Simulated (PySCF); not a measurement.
Al(OH)2(SH) (AlH3O2S), SMILES [Al]([SH])([OH])[OH].

Coordinates come from a PBE0-D3(BJ)/def2-SVP optimisation. Other conformers were not sampled.

Computed with PySCF with TDA-ωB97X/def2-SVPD.

Vertical excitations. Gas-phase values at a fixed geometry. State labels are in the subgroup Cs.

```
state  symmetry  energy (eV)  λ (nm)      f                                                               main pairs
-----  --------  -----------  ------  -----  -----------------------------------------------------------------------
S1           A"         6.27     198  0.056                                                           HOMO→LUMO 84 %
S2           A"         6.65     186  0.000                                       HOMO→LUMO+1 64 %, HOMO→LUMO+4 17 %
S3           A'         7.44     167  0.001                                       HOMO→LUMO+2 59 %, HOMO−1→LUMO 26 %
S4           A"         7.54     164  0.000                                                         HOMO−2→LUMO 81 %
S5           A'         7.85     158  0.293                   HOMO−1→LUMO 50 %, HOMO→LUMO+2 15 %, HOMO−1→LUMO+1 14 %
S6           A"         8.18     152  0.201                    HOMO−3→LUMO 55 %, HOMO→LUMO+3 15 %, HOMO−2→LUMO+1 9 %
S7           A'         8.29     150  0.024                                                         HOMO−4→LUMO 72 %
S8           A"         8.33     149  0.008  HOMO→LUMO+3 41 %, HOMO→LUMO+11 13 %, HOMO→LUMO+1 12 %, HOMO−3→LUMO 11 %
S9           A'         8.43     147  0.049                                     HOMO−5→LUMO 63 %, HOMO−1→LUMO+3 12 %
S10          A"         8.56     145  0.022                                                       HOMO−1→LUMO+2 74 %
T1           A"         6.01     206      0                                                           HOMO→LUMO 70 %
T2           A"         6.24     199      0                       HOMO→LUMO+1 52 %, HOMO→LUMO+4 23 %, HOMO→LUMO 10 %
T3           A'         6.82     182      0                                                         HOMO→LUMO+2 86 %
T4           A'         7.25     171      0                                                         HOMO−1→LUMO 74 %
```
Triplets are in the Tamm–Dancoff approximation.
